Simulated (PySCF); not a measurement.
SbCl₄, SMILES [Cl][Sb+]([Cl])([Cl])[Cl], charge +1. Geometry: PBE-D3(BJ)/def2-SVP. The spin state was assumed, not searched. The isomer is the one that the SMILES or the coordinates give; other isomers of the formula were not compared. The def2 effective core potentials stand for the cores of Sb; spin–orbit coupling is left out.

Computed equilibrium geometry at PBE-D3(BJ)/def2-SVP (PySCF confirms it by a frequency run) as Cartesian coordinates in Å, and its point group:
point group Td.
```xyz
5

Sb     0.0000     0.0000     0.0000
Cl     1.3273     1.3273    -1.3273
Cl    -1.3273     1.3273     1.3273
Cl    -1.3273    -1.3273    -1.3273
Cl     1.3273    -1.3273     1.3273
```
Charge +1, spin multiplicity 1.
